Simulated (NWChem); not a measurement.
Molecule: AlH$_{2}$OBr; SMILES [OH][AlH][Br]

```xyz
5

Al    -0.5912     1.1864     0.0000
H     -2.1448     1.3982     0.0000
Br     0.3138    -0.8812     0.0000
O      0.4019     2.5568     0.0000
H      1.3598     2.5914     0.0000
```
Atoms are numbered in this order, from 1.

Level: PBE0/def2-SVP (NWChem), optimised geometry, unscaled harmonic frequencies. This build's default masses of Se (78.918 u) and Br (79.917 u) are each other's, which moves their modes by up to 0.6 %.

Problem. List the harmonic frequencies with IR intensities, and the thermochemistry.

Solution. 
```json
[
 {"frequency (cm⁻¹)": "183", "IR intensity (km/mol)": "18.7"},
 {"frequency (cm⁻¹)": "378", "IR intensity (km/mol)": "232.4"},
 {"frequency (cm⁻¹)": "405", "IR intensity (km/mol)": "27.2"},
 {"frequency (cm⁻¹)": "487", "IR intensity (km/mol)": "34.3"},
 {"frequency (cm⁻¹)": "550", "IR intensity (km/mol)": "142.4"},
 {"frequency (cm⁻¹)": "673", "IR intensity (km/mol)": "281.8"},
 {"frequency (cm⁻¹)": "893", "IR intensity (km/mol)": "93.1"},
 {"frequency (cm⁻¹)": "2022", "IR intensity (km/mol)": "118.6"},
 {"frequency (cm⁻¹)": "3987", "IR intensity (km/mol)": "121.8"}
]
```

```yaml
zero_point_energy: 13.7 kcal/mol
thermal correction to the enthalpy at 298.15 K (with zero-point energy): 17.2 kcal/mol
heat capacity Cv: 14.6 cal/(mol K)
entropy at 298.15 K and 1 atm (symmetry number 1): 71.8 cal/(mol K)
dipole_moment: 1.03 D
```

Rigid rotor and harmonic oscillator.
